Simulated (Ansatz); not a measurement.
Ansatz results at the PBE0-D4/def2-TZVP geometry: size of the dipole moment (B3LYP/def2-TZVPP) 1.58 D; HOMO energy (B3LYP/def2-TZVPP) -6.09 eV; LUMO energy (ωB97M-V/def2-TZVPP) 0.45 eV.

Each molecule was computed in one conformer, which needn't be the lowest.

Which molecule gave them?
A. `NCN`
B. `B[Te]C`
C. `[NH2][InH][CH2][SeH]`
D. `N[SiH2][SiH2]F`

C. The others give `NCN`: 1.62, -6.66, 2.37; `N[SiH2][SiH2]F`: 1.55, -7.26, 1.00; `B[Te]C`: 1.42, -6.61, 0.38.

B3LYP here is the variant with VWN-RPA as its local correlation; programs differ in this.
